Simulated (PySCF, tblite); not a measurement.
A database entry of computed molecular properties. Lists by class give the value and the number of equivalent atoms.

```json
{
 "formula": "C6H12O2Si",
 "smiles": "CC(C)=C(C)[SiH2]OC=O",
 "charge": 0,
 "multiplicity": 1,
 "geometry_level": "GFN2-xTB",
 "atoms_angstrom": [
  ["C", -2.111, -1.209, -0.157],
  ["C", -1.353, 0.073, -0.03],
  ["C", -2.186, 1.311, -0.198],
  ["C", -0.037, 0.138, 0.221],
  ["C", 0.631, 1.485, 0.342],
  ["Si", 1.029, -1.403, 0.404],
  ["O", 2.554, -0.96, 0.949],
  ["C", 3.493, -0.426, 0.218],
  ["O", 3.431, -0.189, -0.952],
  ["H", -2.909, -1.239, 0.586],
  ["H", -1.471, -2.074, -0.018],
  ["H", -2.577, -1.271, -1.14],
  ["H", -3.208, 1.059, -0.468],
  ["H", -2.208, 1.889, 0.726],
  ["H", -1.768, 1.954, -0.972],
  ["H", 1.65, 1.392, 0.707],
  ["H", 0.083, 2.131, 1.027],
  ["H", 0.669, 1.981, -0.628],
  ["H", 0.697, -2.256, 1.544],
  ["H", 1.192, -2.157, -0.838],
  ["H", 4.391, -0.214, 0.83]
 ],
 "electronic_structure_code": "PySCF",
 "results": {
  "GFN2-xTB geometry": {
   "point_group": "C1",
   "rotational_constants_GHz": [2.617, 0.776, 0.663]
  },
  "PBE0/pcSseg-1 ground state and GIAO shieldings, non-relativistic": {
   "dipole_D": 2.67,
   "homo_eV": -6.99,
   "lumo_eV": -0.22,
   "shift_vs_computed_TMS_C_by_class_ppm": [
    [165.6, 1],
    [158.0, 1],
    [128.0, 1],
    [29.4, 1],
    [23.7, 1],
    [17.8, 1]
   ],
   "shift_vs_computed_TMS_H_by_class_ppm": [
    [8.38, 1],
    [5.38, 2],
    [1.85, 3],
    [1.8, 3],
    [1.61, 3]
   ],
   "shielding_other_nuclei_by_class_ppm": [
    ["O", -127.4, 1],
    ["O", 135.9, 1],
    ["Si", 381.9, 1]
   ],
   "charges_hirshfeld_e_by_atom": [-0.11, 0.02, -0.11, -0.11, -0.12, 0.39, -0.18, 0.18, -0.25, 0.05, 0.04, 0.05, 0.05, 0.05, 0.05, 0.03, 0.04, 0.05, -0.08, -0.08, 0.06]
  },
  "GFN2-xTB harmonic vibrations, gas phase": {
   "strongest_ir_bands_cm-1_km_per_mol_modes": [
    [757.6, 372.1, 1],
    [773.8, 260.9, 1],
    [1212.0, 438.1, 1],
    [1781.9, 461.8, 1],
    [2269.6, 386.8, 1],
    [2774.6, 155.8, 1]
   ],
   "zpe_kcal_per_mol": 102.9
  }
 }
}
```

The zero-point energy, half the sum of the 57 harmonic wavenumbers, equals 36000 cm⁻¹ or 431 kJ/mol. The rotational constants make it an asymmetric top with κ = (2B − A − C)/(A − C) = -0.88, nearer the prolate limit (−1). The dipole equals about 8.9 × 10⁻³⁰ C·m (1 D = 3.33564 × 10⁻³⁰ C·m). With B = h/(8π²I), that is 505.379 GHz u Å² over I, the principal moments of inertia are 193.1, 651.5 and 762.6 u Å² (most abundant isotopes).

 NMR classes are plain means over equivalent atoms (diastereotopic ones count apart unless rotation or inversion swaps them), as if these changed places fast; in this geometry the members of some classes differ.

Conformer computed: `[CH3:1][C:2]([CH3:3])=[C:4]([CH3:5])[SiH2:6][O:7][CH:8]=[O:9]`: C2–C4–Si6–O7 -171°, C4–Si6–O7–C8 -77°, Si6–O7–C8–O9 -1°.

One conformer stands for the species.
